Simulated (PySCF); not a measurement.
Compound: AsH₆NSi.
SMILES: `N[SiH2][AsH2]`

Theory: MP2 and CCSD/aug-cc-pVDZ in PySCF, restricted Hartree–Fock reference, 15 core orbitals frozen, non-relativistic, gas phase, PBE0-D3(BJ)/def2-SVP geometry.

E(HF) = -2581.07807 Eh.

How large is the problem?

140 basis functions and 60 electrons; 15 orbitals frozen, which leaves o = 15 correlated occupied and v = 110 virtual orbitals. That is o·v = 1650 singles and o·v(o·v + 1)/2 = 1362075 distinct closed-shell doubles amplitudes before symmetry; the costliest CCSD step grows as o²v⁴ = 3.3 × 10^10.

What are the MP2 and CCSD correlation energies?

MP2 -0.4358 Eh and CCSD -0.4842 Eh, which gives totals of -2581.51389 and -2581.56231 Eh. That is 0.439 eV for each correlated electron at CCSD (1271 kJ/mol in all, 0.019 % of the total energy); MP2 gives 90.0 % of the CCSD value.

What is the T1 diagnostic?

0.0107, below the customary warning level of 0.02. It is the norm of the spatial-orbital singles amplitudes over the root of the number of correlated electrons, so the norm is 0.059.

How does correlation change the dipole moment?

HF gives 1.46 D and CCSD (unrelaxed density) 1.32 D, a change of -0.14 D; the two vectors are 6° apart.

Connected triples and the basis-set limit are missing.

The job also held the EOM ionisation roots. The run took 1.8 min wall on one thread of an x86-64 server (shared host).

Conformer computed: `[NH2:1][SiH2:2][AsH2:3]`: H–N1–Si2–As3 52°, H–N1–Si2–As3 -164°, H–As3–Si2–N1 177°, H–As3–Si2–N1 84°.

One conformer stands for the species.
